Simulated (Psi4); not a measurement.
Approach curve of the dimer H4Si ··· BCl3 (SMILES [SiH4] and ClB(Cl)Cl), singlet. Monomers: optimised at B3LYP-D3(BJ) (def2-TZVP), held rigid. Orientation: lowest of the rigid-body minima from ten starts at GFN2-xTB. Only R, the distance of the centres of mass, is varied, so the lowest point isn't the relaxed dimer.

SCS-MP2/aug-cc-pVDZ = Psi4 with DF-SCS-MP2/aug-cc-pVDZ, frozen core, counterpoise-corrected; SAPT0/jun-cc-pVDZ, frozen core (Psi4).

Interaction energies in kJ/mol:

```tsv
R / Å	SCS-MP2/aug-cc-pVDZ
3.15	29.01
3.34	12.71
3.54	3.43
3.77	-1.53
4.00	-3.30
4.14	-3.57
4.47	-3.21
4.81	-2.42
5.28	-1.50
6.00	-0.70
6.95	-0.28
8.27	-0.10
```

Q: Estimate the SAPT0/jun-cc-pVDZ values at these points.

A: 3.15: 23.56; 3.34: 9.94; 3.54: 2.26; 3.77: -1.76; 4.00: -3.11; 4.14: -3.27; 4.47: -2.84; 4.81: -2.11; 5.28: -1.30; 6.00: -0.61; 6.95: -0.25; 8.27: -0.09 (kJ/mol).
